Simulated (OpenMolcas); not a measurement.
## What dynamic correlation does to the levels of Co7+

```yaml
Program: OpenMolcas 26.06
Basis: ANO-RCC-VQZP [7s6p4d3f2g1h]
Scalar_Hamiltonian: DKH2, point nucleus
Active_space: 2 electrons in 5 orbitals (3d)
State_averaging: 2S+1 = 3 even, 10 roots; 2S+1 = 1 even, 15 roots
Spin-orbit_coupling: state interaction with AMFI integrals over the reference wave functions, term energies averaged over their components
```

Methods on the same reference wave functions:
A. CASSCF
B. SS-CASPT2, IPEA 0.25 Eh, imaginary shift 0.1 Eh (closed shells correlated: 3s 3p)
C. XMS-CASPT2, IPEA 0.25 Eh, imaginary shift 0.1 Eh (closed shells correlated: 3s 3p)

Energies in eV above 3d² ³F₂, the measured ground level; measured values from Sugar and Corliss, J. Phys. Chem. Ref. Data 10, 1097 (1981).

```csv
Level,A,B,C,Measured
3d² ³F₂,0.0000,0.0000,0.0000,0.0000
3d² ³F₃,0.1766,0.1786,0.1782,0.1773
3d² ³F₄,0.3959,0.398,0.397,0.3898
3d² ¹D₂,2.9086,2.432,2.512,2.4331
3d² ³P₀,3.3288,2.863,2.883,2.7653
3d² ³P₁,3.3944,2.930,2.949,2.8317
3d² ³P₂,3.5482,3.083,3.107,2.9824
3d² ¹G₄,4.4344,4.097,4.109,4.0121
3d² ¹S₀,10.6313,9.473,9.557,9.2055
```

Deviations, from unrounded energies. A percentage is the sum of absolute deviations over the sum of measured energies, with the sign that they share, or ± where signs differ.

```tsv
Against measurement	Levels	A	B	C
mean absolute deviation (cm-1)	8	4100	660	900
fine structure of the ground term (%)	2	±1.2	+1.6	+1.5
other terms of the ground configuration (%)	6	+16.6	±2.7	+3.7
```

B lies closest to measurement on these levels and A furthest from it. The largest miss of B in the table is 3d² ¹S₀, by +2200 cm-1. The ranking rests on the paired levels alone, and a cruder setting can come out closer through cancelling errors.

Between B and C the level of the table that moves most is 3d² ¹S₀, by 680 cm-1 (lowest in B, highest in C). Moves below CASPT2's spread within the term are not significant.

The mean deviations of B to C differ by less than CASPT2's widest spread within a term (1300 cm-1), so their order carries little weight.

From A to B the spin-free energies of the other terms of 3d² shown, above ³F, scale by factors of 0.82 to 0.92, as is usual when dynamic correlation screens the repulsion within a d or f shell.

The lowest spin-free term lies below A's lowest term by 0.316 hartree in B, 0.321 hartree in C.

Term energies are means over components that CASPT2 splits; among the terms shown or strongly mixed into the levels shown the widest spread is 1300 cm-1 (3d² ¹G, C). Without dynamic correlation excited terms often stand tens of per cent too high (terms of higher spin than the ground term too low), and those without a measured partner can miss by more than the paired ones (holds for A). Computed and measured levels are paired by configuration, term and J; levels that our copy of the source lacks, or whose pairing is in doubt (as where it misses far off the trend of its configuration), stay unpaired and out of the deviations. Only configurations of the active space appear.
